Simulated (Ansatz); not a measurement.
Relaxation of Cl2F2H3OW (9 atoms, charge 0, multiplicity 2), to a largest force component of 0.03 eV/Å in at most 50 steps.

Computed with Ansatz, UKS PBE/def2-SVP.

```xyz
9
Properties=species:S:1:pos:R:3
W -0.225 -0.147 0.078
Cl 0.180 0.494 2.307
H 1.395 0.277 -0.126
H 0.106 1.461 -0.334
Cl -2.331 0.815 0.002
F 0.594 -1.845 0.377
F -0.231 -0.514 -1.741
O -0.706 -0.410 4.793
H 0.034 -1.062 4.832
```

Where does it end, and by what steps?

It converged. After 24 steps the energy has fallen by 4.074 eV; O8 moved furthest, 2.28 Å. Joined: W1–O8 (4.75 → 1.87 Å), H3–H4 (1.76 → 0.78 Å).

```csv
step,energy less start (eV),largest force component (eV/Å),accepted
0,0.0000,0.985,yes
1,-0.0446,0.619,yes
2,-0.0664,0.340,yes
3,-0.0912,0.252,yes
4,-0.1189,0.466,yes
5,-0.1655,0.585,yes
6,-0.2255,0.363,yes
7,-0.3188,0.346,yes
8,-0.4825,0.403,yes
9,-0.7378,0.654,yes
10,-1.0925,0.789,yes
11,-1.4469,0.644,yes
12,-1.7022,1.428,yes
13,-2.2173,2.363,yes
14,-2.7589,1.060,yes
15,-3.2383,1.038,yes
16,-3.5603,1.333,yes
17,-3.8398,0.560,yes
18,-3.9760,0.537,yes
19,-4.0236,1.012,yes
20,-4.0601,0.323,yes
21,-4.0699,0.230,yes
22,-4.0733,0.083,yes
23,-4.0740,0.052,yes
24,-4.0743,0.030,yes
```

```xyz
9
Properties=species:S:1:pos:R:3
W -0.271 -0.155 1.228
Cl 0.945 1.478 2.293
H 1.053 0.719 -0.442
H 0.392 1.116 -0.575
Cl -2.085 1.249 0.798
F 1.145 -1.427 1.542
F -0.652 -1.134 -0.318
O -1.137 -1.029 2.641
H -0.574 -1.748 3.020
```

Whether the end is a true minimum wasn't checked by a vibrational analysis.

The run took 120 s on 4 threads of Arm Neoverse V2, on a shared host, peak memory 0.35 GiB.
